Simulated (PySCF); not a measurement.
A calculated (r2SCAN0, PySCF 2.14, x2c-QZVPPall, scalar relativity by spin-free X2C-1e) atom or ion has these occupied shells.

| shell | electrons | orbital energy (eV) | rms radius, mean of both spins (bohr) |
| --- | --- | --- | --- |
| 1s β | 1 | -4932.4 | 0.0805 |
| 1s α | 1 | -4932.4 | 0.0805 |
| 2s α | 1 | -570.25 | 0.352 |
| 2s β | 1 | -569.79 | 0.352 |
| 2p α | 3 | -472.80 | 0.321 |
| 2p β | 3 | -472.42 | 0.321 |
| 3s α | 1 | -82.292 | 1.07 |
| 3s β | 1 | -81.066 | 1.07 |
| 3p α | 3 | -55.925 | 1.16 |
| 3p β | 3 | -54.540 | 1.16 |
| 3d α | 1 | -19.245 | 1.49 |
| 4s α | 1 | -12.833 | 3.24 |
| 4s β | 1 | -12.551 | 3.24 |

(1) Name the element and its charge.

Answers

(1) Ti⁺ (titanium, charge +1), in [Ar] 3d1 4s2, 2D determinant (an excited configuration).
